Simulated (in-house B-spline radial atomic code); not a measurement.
**Ionising the gallium ion Ga⁴⁺ with different functionals**

Computed with an all-electron radial atomic-structure program (B-spline basis): non-relativistic Hamiltonian, point nucleus, spin-polarised at highest spin, spherical fractional occupations for the functionals, the average over the highest-spin determinants for Hartree-Fock. The ionisation energy is the difference of two self-consistent energies, [Ar] 3d9 → [Ar] 3d8, without Breit or QED terms; ε is the level of the shell that loses the electron (its least bound occupied spin orbital). There is no spin-orbit coupling in this Hamiltonian.

Hybrids are left out here: with spherical fractional occupations of an open shell their exact exchange keeps a self-interaction that integer-occupation calculations don't have.

```tsv
method	rung	ΔSCF (eV)	-ε(3d) (eV)
Hartree-Fock	Hartree-Fock	85.30	89.01
LDA VWN5	LDA	88.19	75.90
LDA PW92	LDA	88.18	75.89
LDA exchange-only	LDA	86.08	73.87
PBE	GGA	87.81	75.52
PBEsol	GGA	87.77	75.49
BLYP	GGA	87.75	75.47
RPBE	GGA	87.70	75.41
PW91	GGA	87.96	75.66
BP86	GGA	87.89	75.59
AM05	GGA	?	?
OLYP	GGA	88.14	75.84
TPSS	meta-GGA	87.66	75.38
SCAN	meta-GGA	87.89	75.74
r2SCAN	meta-GGA	?	?
M06-L	meta-GGA	87.72	75.53
revTPSS	meta-GGA	87.51	75.25
```

Question: What does r2SCAN give?

Answer: ΔSCF 87.95 eV, and -ε(3d) = 75.78 eV.

Question: What does AM05 give?

Answer: ΔSCF 87.81 eV, and -ε(3d) = 75.52 eV.

Question: How do they compare with the NIST value?

Answer: NIST lists 86.0 eV ± 0.12 (semi-empirical, ground level to ground level). Errors run from -0.71 to +2.18 eV. The correlated functionals all miss on the same side by more than they spread, so the cause is common to them (relativity, Breit-QED terms, multiplet and fine-structure energies, or a listed next ion that isn't the cheapest removal here) and closeness doesn't rank the functionals. Hartree-Fock also lacks correlation.
